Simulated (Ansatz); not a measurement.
Calculated with Ansatz (gas phase, PBE0-D4/def2-TZVP geometries, no zero-point term in ΔE). CBS: MP2 limit from def2 TZ/QZ plus the TZ coupled-cluster correction, frozen cores. DFT in def2-TZVPP. HSE06 is defined as in plane-wave codes. Open shells (•) are unrestricted, without spin–orbit coupling. Spin–orbit coupling would lower the free atoms: clearly for Br. Bonds to Br are less sure, by a few kJ/mol each and by 10 to 20 or more in all where they break to atoms, as the def2 sets lack core-valence functions. Scalar relativity is left out up to krypton.

Consider the homolysis of the Al–Br bond: `[Br][AlH][Br]` → `[AlH][Br]`• + Br•.

CCSD(T)/CBS gives +455.8 kJ/mol.

Another level gave +415.5 kJ/mol. Which?
A. LC-ωPBE/def2-TZVPP
B. BHLYP/def2-TZVPP
C. HSE06-D4/def2-TZVPP
D. SCS-MP2/def2-TZVPP

B. BHLYP 415.5, LC-ωPBE 424.5, SCS-MP2/def2-TZVPP 442.0, HSE06-D4 432.6 kJ/mol.

Largest T1 diagnostic among the species: 0.011.

In def2-TZVPP, CCSD(T) changes the Hartree–Fock value by +97.6 kJ/mol (the triples alone add +8.2 kJ/mol) and MP2 by +115.0 kJ/mol; breaking electron pairs costs correlation energy, which Hartree–Fock lacks. At CCSD(T), def2-SVP lies −36.3 kJ/mol from the extrapolated value and def2-TZVPP −20.2 kJ/mol: correlation converges slowly with the basis, and small sets miss more of it in the bonded molecule than in its fragments.

CCSD(T)/CBS has its own doubt, a few kJ/mol and more with outer-core shells, so smaller differences from it don't rank the levels.
